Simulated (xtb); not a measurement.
H$_{2}$P, doublet, from a rough starting geometry; GFN2-xTB (xtb 6.7.1).

Here is a job for xtb.
```
$ xtb mol.xyz --gfn 2 --uhf 1 --opt vtight --json

# file mol.xyz
3

P      0.03769267     0.03500146     0.63272273
H      0.01331003     1.02148890    -0.29404346
H      0.01196222    -1.05202310    -0.34554363
```

Output, abridged:

```
   ID    Z sym.   atoms
    1   15 P      1
    2    1 H      2, 3

           -------------------------------------------------
          |                Calculation Setup                |
           -------------------------------------------------

           -------------------------------------------------
          |                 G F N 2 - x T B                 |
           -------------------------------------------------

          ...................................................
          :                      SETUP                      :
          :.................................................:
          :  # basis functions                  12          :
          :  # atomic orbitals                  11          :
          :  # shells                            5          :
          :  # electrons                         7          :
          :  max. iterations                   250          :
          :  Hamiltonian                  GFN2-xTB          :
          :  restarted?                      false          :
          :  GBSA solvation                  false          :
          :  PC potential                    false          :
          :  electronic temp.          300.0000000     K    :
          :  accuracy                    1.0000000          :
          :  -> integral cutoff          0.2500000E+02      :
          :  -> integral neglect         0.1000000E-07      :
          :  -> SCF convergence          0.1000000E-05 Eh   :
          :  -> wf. convergence          0.1000000E-03 e    :
          :  Broyden damping             0.4000000          :
          :  net charge                          0          :
          :  unpaired electrons                  1          :
          ...................................................

 iter      E             dE          RMSdq      gap      omega  full diag
   1     -3.4898322 -0.348983E+01  0.748E+00    4.02       0.0  T
   2     -3.4903955 -0.563251E-03  0.434E+00    4.04       1.0  T
   3     -3.4904882 -0.927570E-04  0.307E-01    4.15       1.0  T
   4     -3.4905271 -0.388853E-04  0.735E-02    4.13       1.0  T
   5     -3.4905273 -0.174381E-06  0.451E-02    4.13       1.3  T
   6     -3.4905274 -0.142803E-06  0.826E-03    4.13       7.0  T
   7     -3.4905274 -0.492040E-08  0.380E-03    4.13      15.2  T
   8     -3.4905274 -0.180805E-08  0.803E-04    4.13      71.9  T
   9     -3.4905274 -0.192950E-09  0.206E-04    4.13     280.4  T

[...]
         :: total energy              -3.472547999334 Eh    ::
 * total energy  :    -3.4725480 Eh     change       -0.6844747E-11 Eh
 * total energy  :    -3.4743961 Eh     change       -0.1848119E-02 Eh
 * total energy  :    -3.4749445 Eh     change       -0.5483574E-03 Eh
 * total energy  :    -3.4750282 Eh     change       -0.8370203E-04 Eh
 * total energy  :    -3.4750288 Eh     change       -0.6532334E-06 Eh
 * total energy  :    -3.4750290 Eh     change       -0.1583861E-06 Eh
 * total energy  :    -3.4750290 Eh     change       -0.4771761E-09 Eh
   *** GEOMETRY OPTIMIZATION CONVERGED AFTER 7 ITERATIONS ***
         :: total energy              -3.475028989498 Eh    ::
[...]
         6                         -0.1116795              -3.0390
         7                         -0.0285252              -0.7762
         8                         -0.0250837              -0.6826
         9                         -0.0230456              -0.6271
        10                          0.4532525              12.3336
        11                          0.9015672              24.5329
      -------------------------------------------------------------
                  HL-Gap            0.1530744 Eh            4.1654 eV
             Fermi-level           -0.3316991 Eh           -9.0260 eV

     #   Z          covCN         q      C6AA      α(0)
     1  15 P        1.954    -0.141   186.565    25.803
     2   1 H        0.977     0.071     2.074     2.250
     3   1 H        0.977     0.071     2.074     2.250

 Mol. C6AA /au·bohr⁶  :        272.508075
 Mol. C8AA /au·bohr⁸  :      12445.338269
 Mol. α(0) /au        :         30.304022

Wiberg/Mayer (AO) data.
largest (>0.10) Wiberg bond orders for each atom

 ---------------------------------------------------------------------------
     #   Z sym  total        # sym  WBO       # sym  WBO       # sym  WBO
 ---------------------------------------------------------------------------
     1  15 P    1.980 --     3 H    0.990     2 H    0.990
     2   1 H    0.995 --     1 P    0.990
     3   1 H    0.995 --     1 P    0.990
 ---------------------------------------------------------------------------

Topologies differ in total number of bonds
Writing topology from bond orders to xtbtopo.mol

molecular dipole:
                 x           y           z       tot (Debye)
 q only:       -0.007       0.002      -0.259
   full:       -0.014       0.004      -0.517       1.315
molecular quadrupole (traceless):
                xx          xy          yy          xz          yz          zz
 q only:       -0.172       0.000       0.578      -0.022       0.006      -0.406
  q+dip:       -0.399       0.000       1.079      -0.038       0.010      -0.680
   full:        0.242       0.001       1.162      -0.074       0.016      -1.404

optimized geometry written to: xtbopt.xyz

           -------------------------------------------------
          | TOTAL ENERGY               -3.475028989498 Eh   |
          | GRADIENT NORM               0.000004794732 Eh/α |
          | HOMO-LUMO GAP               4.165367212281 eV   |
           -------------------------------------------------
```
